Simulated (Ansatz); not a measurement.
```yaml
crystal:
  periodic: [false, false, false]
  atoms:
    - {symbol: N, position_ang: [1.035952, 0.533943, -1.351299]}
    - {symbol: B, position_ang: [0.334599, -0.390236, -0.615379]}
    - {symbol: Al, position_ang: [-1.019887, -1.711221, 0.109724]}
    - {symbol: B, position_ang: [-0.529831, 0.029920, 1.012144]}
    - {symbol: O, position_ang: [-0.482779, 1.267166, 1.508135]}
    - {symbol: H, position_ang: [1.639228, 1.230205, -0.940659]}
    - {symbol: H, position_ang: [0.985001, 0.585752, -2.357225]}
    - {symbol: H, position_ang: [-0.577907, -3.137020, 0.674358]}
    - {symbol: H, position_ang: [-1.295976, 1.545192, 1.943101]}
basis:
  gaussian: {orbitals: aug-pcseg-2, fitting: {mean_field: def2-universal-jkfit}}
hamiltonian: {xc: {name: wPBEh}}
outputs: {forces: true}
output: {forces: true}
```

```sh
$ ansatz run in.yaml --threads 2 --pin off --events-out ev --progress --plain --max-ram 4352MiB
```

Question: How does Ansatz answer? (Best estimate.)

Answer: The calculation gave: The program refused the input.
```
Error: YAML parse error: error: line 16 column 1: unknown field `outputs`, expected one of crystal, accuracy, basis, kpoints, hamiltonian, magnetization, projection, total_charge, correlation, batch, efield, external_charges, scf, relax, neb, saddle, md, ramp, phonons, dielectric, real_time, elastic, magnetic_configurations, gw, evaluate, workflow, output, checkpoint, execution
14 |   gaussian: {orbitals: aug-pcseg-2, fitting: {mean_field: def2-un…
15 | hamiltonian: {xc: {name: wPBEh}}
16 | outputs: {forces: true}
17 | output: {forces: true}
```
